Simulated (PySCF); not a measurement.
Species: C8H8.
SMILES: `C#CC(=C)[C@@H]1[C@@H]2C[C@@H]21`

Torsions of this conformer, `[CH:1]#[C:2][C:3](=[CH2:4])[C@@H:5]1[C@@H:6]2[CH2:7][C@H:8]12`: C2–C3–C5–C6 153°.

The closed-shell ground state was solved at several levels (PySCF, density fitting, gas phase, non-relativistic). Isolated species at its GFN2-xTB geometry (one conformer only).

```tsv
level	basis functions	HOMO (eV)	LUMO (eV)	gap (eV)	dipole (D)
PBE0/def2-SVPD	224	-6.97	-0.77	6.20	1.07
CAM-B3LYP/def2-SVPD	224	-8.22	0.33	8.55	1.04
```

What might PBE0/pcSseg-1 (176 basis functions) give for the same quantities?

HOMO -6.95 eV, LUMO -0.70 eV, gap 6.25 eV, dipole 1.10 D.

Over all these levels, which gives the widest orbital gap and which the narrowest?

CAM-B3LYP/def2-SVPD (range-separated hybrid) has the widest, 8.55 eV, and PBE0/def2-SVPD (global hybrid, 25 % exact exchange) the narrowest, 6.20 eV. The two share the basis. From the narrowest to the widest the HOMO moves by -1.25 eV and the LUMO by +1.10 eV.

How far do the dipole and the HOMO energy spread over the levels?

The dipole runs from 1.04 to 1.10 D (mean 1.07 D) and the HOMO from -8.22 to -6.95 eV.
